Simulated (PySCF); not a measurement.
Compound: C6H14BP.
Atom-mapped SMILES: `[BH3-:1][P+:2]1([CH2:3][CH3:4])[CH2:5][CH:6]=[CH:7][CH2:8]1` (hydrogens: H9, H10, H11 on B1; H12, H13 on C3; H14, H15, H16 on C4; H17, H18 on C5; H19 on C6; H20 on C7; H21, H22 on C8)

All values: PBE0/pcSseg-1 (PySCF, non-relativistic), on one gas-phase PBE0-D3(BJ)/def2-SVP geometry that isn't relaxed in the solvent. The solvent is an IEF-PCM continuum (cavity from Bondi-type radii × 1.2). Only the electrostatic response of the medium enters.

Gas phase at PBE0/pcSseg-1: HOMO -7.69 eV, LUMO -0.16 eV, dipole 5.08 D.

**Question.** What does the continuum do to the energy, the frontier levels and the dipole at PBE0/pcSseg-1 in dichloromethane and water?

**Answer.** 
```
        solvent      ε  E(solvent) − E(gas) (kcal/mol)  polarisation term (kcal/mol)  distortion of the solute (kcal/mol)  HOMO (eV)  LUMO (eV)  dipole (D)
dichloromethane   8.93                           -6.53                         -7.74                                 1.21      -7.39       0.15        6.46
          water  78.36                           -7.71                         -9.41                                 1.70      -7.35       0.19        6.73
```

The first energy column is the sum of the next two and covers electrostatics alone. From dichloromethane to water the lowering changes by a factor 1.18, Onsager's factor (ε − 1)/(2ε + 1) by 1.17 and ε itself by 8.8.

**Question.** Which radius a makes the point-dipole formula ΔE = −[(ε − 1)/(2ε + 1)]·μ²/a³ give the value in water, with the gas-phase dipole?

**Answer.** μ = 1.997 au and |ΔE| = 0.01228 Eh give a = 2.87 Å; the farthest nucleus lies 3.56 Å from the centroid of the nuclei, so such a sphere wouldn't even hold the nuclei. The formula assumes a rigid point dipole at the centre of a sphere.

**Question.** Which IAO charges (PBE0/pcSseg-1) respond most in dichloromethane (means over atoms taken as equivalent)?

**Answer.** 
| atoms | environment | gas (e) | solvent (e) | change |
| --- | --- | --- | --- | --- |
| H9/H10/H11 | B–H hydrogen | +0.006 | -0.007 | -0.013 |
| H18/H21 | methylene hydrogen | +0.157 | +0.168 | +0.011 |
| B1 | four-coordinate boron | -0.684 | -0.695 | -0.011 |
| H12/H13 | methylene hydrogen | +0.151 | +0.159 | +0.008 |
| H19/H20 | vinylic hydrogen | +0.154 | +0.162 | +0.008 |
| C6/C7 | alkene CH carbon | -0.153 | -0.157 | -0.004 |

**Question.** Which Mayer bond orders change most in dichloromethane?

**Answer.** 
| bond | length (Å) | gas | solvent | change |
| --- | --- | --- | --- | --- |
| B1–P2 | 1.905 | 0.890 | 0.903 | +0.013 |
| P2–C3 | 1.833 | 0.948 | 0.961 | +0.013 |
| P2–C5 | 1.847 | 0.942 | 0.954 | +0.012 |
| B1–H9 | 1.225 | 0.918 | 0.930 | +0.012 |
| B1–H11 | 1.225 | 0.921 | 0.932 | +0.011 |
| C8–P2 | 1.848 | 0.931 | 0.942 | +0.011 |
| B1–H10 | 1.224 | 0.920 | 0.930 | +0.010 |
| C8–H21 | 1.102 | 0.923 | 0.917 | -0.006 |
